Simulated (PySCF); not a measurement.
## Titanium: a sound run and one with changed settings

Sound run: Ti⁺ [Ar] 3d2 4s1, Ti²⁺ [Ar] 3d2. Computed with PySCF 2.14 in cc-pVTZ, with the non-relativistic Hamiltonian (point nucleus). The sound run starts from symmetry-adapted Hartree-Fock orbitals and uses a fine grid where one is needed.

A second run was set up differently.

| species | method | sound run (hartree) | changed run (hartree) | converged |
| --- | --- | --- | --- | --- |
| Ti⁺ | UHF | -848.20990 | -848.15874 | no |
| Ti⁺ | PBE | -848.87640 | -848.86258 | no |
| Ti⁺ | PBE0 | -848.92001 | -848.89807 | no |
| Ti²⁺ | UHF | -847.73760 | -847.69615 | no |
| Ti²⁺ | PBE | -848.36493 | -848.36305 | no |
| Ti²⁺ | PBE0 | -848.41669 | -848.40229 | no |

Problem. What was changed?
A. radial grid too coarse
B. too few SCF iterations
C. level shift left on
D. a valence shell is frozen

Solution. B. It used initial guess minao, at most 3 SCF cycles. The SCF was stopped early; the energies are upper bounds that still move, and correlated levels were skipped or rest on poor orbitals.
